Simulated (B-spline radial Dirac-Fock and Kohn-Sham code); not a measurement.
## Elastic and transport cross sections of magnesium for electrons

The computed values come from an atomic code on a B-spline grid: relativistic (Dirac) partial waves in the static field of the Dirac-Fock atom with Furness-McCarthy exchange, without polarisation or absorption potentials. σ_tr1 and σ_tr2 weight the cross section with 1 − P₁ and 1 − P₂ of cos θ; "backward" is the share scattered beyond 90°.

```
energy (eV)  σ (a₀²)  σ_tr1 (a₀²)  σ_tr2 (a₀²)  σ/σ_tr1  backward (%)
       1120     3.37        0.323        0.573     10.4           2.6
       1150     3.30        0.310        0.554     10.7           2.5
       1160     3.28        0.306        0.548     10.7           2.4
       1280     3.05        0.263        0.481     11.6           2.2
       1310     2.99        0.253        0.467     11.8           2.1
       1470     2.74        0.212        0.400     13.0           1.8
       1500     2.70        0.205        0.389     13.2           1.8
       2000     2.16        0.129        0.259     16.7           1.2
       3000     1.55       0.0664        0.141     23.4          0.72
       3980     1.22       0.0412       0.0904     29.6          0.51
       4560     1.09       0.0326       0.0726     33.3          0.43
       5000     1.00       0.0278       0.0625     36.0          0.39
       5400    0.936       0.0244       0.0551     38.4          0.35
       5520    0.918       0.0235       0.0532     39.1          0.34
       6020        ?            ?            ?        ?             ?
       8150    0.648       0.0119       0.0277     54.6          0.22
       8440    0.628       0.0112       0.0261     56.2          0.21
       8500    0.624       0.0110       0.0258     56.6          0.21
      10000    0.538      0.00828       0.0196     65.0          0.17
      10600    0.510      0.00747       0.0177     68.4          0.16
```

Task: Fill in the row for 6.02 keV.

Result: σ = 0.850 a₀², σ_tr1 = 0.0202 a₀², σ_tr2 = 0.0461 a₀², σ/σ_tr1 = 42.1, backward 0.31 %. The ratio σ/σ_tr1 is roughly the number of elastic collisions that randomise the direction.
